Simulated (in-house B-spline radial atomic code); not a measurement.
A radial electron density 4πr²n(r) was computed for an atom or ion in its tabulated ground configuration with a B-spline radial code for spherical atoms; method: non-relativistic TPSSh, spin-polarised, spherical fractional occupations, exact exchange averaged over the configuration. Columns: r (bohr), 4πr²n(r) (electrons per bohr), bar.

```
 0.00165    2.135 #
   0.002    3.035 ##
 0.00243    4.303 ###
 0.00294    6.004 ####
 0.00357    8.344 #####
 0.00433    11.43 #######
 0.00526    15.46 #########
 0.00638    20.48 ############
 0.00774    26.54 ################
 0.00939    33.49 ####################
  0.0114    40.95 ########################
  0.0138    48.09 ############################
  0.0168    54.22 ################################
  0.0204    57.96 ##################################
  0.0247    58.67 ###################################
    0.03    56.54 #################################
  0.0364    53.06 ###############################
  0.0441    50.93 ##############################
  0.0535     52.9 ###############################
  0.0649    59.84 ###################################
  0.0788    69.07 #########################################
  0.0956    74.78 ############################################
   0.116    72.16 ##########################################
   0.141     62.1 #####################################
   0.171    52.59 ###############################
   0.207    51.35 ##############################
   0.251    57.38 ##################################
   0.305    60.23 ###################################
    0.37    51.06 ##############################
   0.449     33.7 ####################
   0.545    19.93 ############
   0.661    15.95 #########
   0.802     16.9 ##########
   0.973    15.39 #########
    1.18    10.24 ######
    1.43    4.867 ###
    1.74    1.572 #
    2.11   0.3555 
    2.56  0.05247 
    3.11 0.004508 
    3.77 0.0002092
```

(1) Which atom or ion is it?
A. Cd7+
B. Ag8+
C. Ag6+
D. Ag7+

Answers

(1) D. The area under the curve, ∫4πr²n dr = ∫r·4πr²n d(ln r) on this logarithmic grid, is 40 electrons, which only this option has. The configuration is [Kr] 4d4.
